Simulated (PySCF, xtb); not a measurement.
methyl(prop-2-ynyl)silane (C₄H₈Si), SMILES C[SiH2]CC#C.

GFN2-xTB (xtb) at its own geometry gives an orbital gap of 5.48 eV and a dipole moment of 1.21 D.

Geometry optimised at B3LYP-D3(BJ)/def2-SVP. The values are those of a single conformer.

Question: What does PBE/def2-TZVP in PySCF give? (Estimate from the structure and the level; the computed values follow.)

Answer: gap 6.13 eV (levels -6.12 and 0.01 eV), dipole 1.54 D.
